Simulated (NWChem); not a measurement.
Molecule: Ge2H3F3; SMILES [F][Ge]([F])([F])[GeH3]

Results from NWChem. The geometry was optimised at PBE0/def2-SVP. Ions are spin-unrestricted doublets at the neutral geometry; other ion states weren't tried.

```csv
level,"vertical ionisation energy, ΔSCF (eV)",−ε(HOMO) (eV),ΔSCF minus −ε(HOMO) (eV)
B3LYP/def2-SVP,11.66,9.26,2.40
PBE/def2-SVP,11.18,8.08,3.10
BHandHLYP/def2-SVP,14.47,10.81,3.66
CAM-B3LYP/def2-SVP,13.29,10.80,2.49
r2SCAN/def2-SVP,11.50,8.54,2.96
```
